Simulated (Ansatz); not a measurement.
Abridged output of a molecular run in Ansatz:

```
Functional definition: HF
872 factors; integrals over basis functions are off by at most 1.3e-3 eV
mean field evaluation 1: about -4500.6373 eV, gradient 3.5e1 eV
mean field evaluation 2: about -4500.6390 eV, gradient 3.5e1 eV
mean field evaluation 4: about -4503.6083 eV, gradient 3.6e0 eV
mean field evaluation 8: about -4503.6520 eV, gradient 5.0e-4 eV
mean field -4503.65204755 eV, -165.5061600625 hartree, gradient 2.3e-6 eV, S^2 0.000000; 0 other end points of the search recorded, 0 dependent functions left out
4 core orbitals not correlated: weight in the atoms' cores, before any rotation towards them, 1.000 or more for the frozen orbitals, at most 0.000 for the correlated occupied ones
reference -4503.65204755 eV, -165.5061600625 hartree; 11, 11 occupied and 71, 71 virtual orbitals, 872 factors
second order -13.55661431 eV of doubles, -0.00000000 eV of singles
cycle   1  -14.31914641 eV  change   -7.6e-1 eV  update   8.7e-2
cycle   2  -14.70050646 eV  change   -3.8e-1 eV  update   2.5e-2
cycle   3  -14.78843744 eV  change   -8.8e-2 eV  update   1.5e-2
cycle   4  -14.78475135 eV  change    3.7e-3 eV  update   4.5e-3
cycle   5  -14.78287491 eV  change    1.9e-3 eV  update   1.9e-3
cycle   6  -14.78286962 eV  change    5.3e-6 eV  update   6.2e-4
cycle   7  -14.78272662 eV  change    1.4e-4 eV  update   2.4e-4
cycle   8  -14.78266479 eV  change    6.2e-5 eV  update   9.4e-5
cycle   9  -14.78268249 eV  change   -1.8e-5 eV  update   4.3e-5
cycle  10  -14.78268230 eV  change    1.9e-7 eV  update   1.7e-5
perturbative correction -0.38994294 eV, -0.0143301386 hartree
Total energy: -4518.82467279 eV, -166.0637437556 hartree
```

Its atoms:

Cartesian coordinates in Å:
```
B 1.143 0.874 0.399
C 0.390 -0.055 -0.577
B -1.099 -0.169 -0.066
O -1.598 -1.296 0.491
H 1.929 0.437 1.191
H 0.915 2.050 0.412
H 0.852 -1.037 -0.706
H 0.288 0.457 -1.544
H -1.859 0.753 -0.144
H -0.961 -2.014 0.546
```

Which basis set was used?
A. cc-pV(Q+d)Z
B. def2-SVPD
C. cc-pV(T+d)Z
D. def2-SVP

D. It gives 86 functions.

Write the keys of the input that set method, charge and spin (a neutral closed shell needs none for the last two).


```yaml
correlation: {method: ccsd_t}
```
